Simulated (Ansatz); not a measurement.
GeH$_{4}$O (`[OH][GeH3]`). Charge 0, multiplicity 1.

```xyz
6

O    -0.370   -1.234    0.473
Ge    0.010    0.334   -0.287
H     0.057   -1.345    1.324
H    -0.757    0.307   -1.612
H     1.529    0.452   -0.517
H    -0.469    1.485    0.618
```

Q: List the harmonic frequencies (cm⁻¹, unscaled) at PBE0-D4/def2-TZVP in Ansatz. (An estimate is asked.)

A: Computed: 171, 614, 631, 706, 868, 871, 888, 945, 2141, 2144, 2196, 3903.

Q: Is this a minimum?

A: Yes, all 12 modes are real.

Q: Give the ideal-gas thermochemistry at 298.15 K and 1 bar (rigid rotor, harmonic oscillator; point group Cs, symmetry number 1).

A: Zero-point energy 96.2 kJ/mol; H(298) − E = 109.3 kJ/mol; entropy 272.0 J/(mol·K), of which translation 165.3, rotation 89.3, vibration 17.3; G(298) − E = 28.2 kJ/mol.
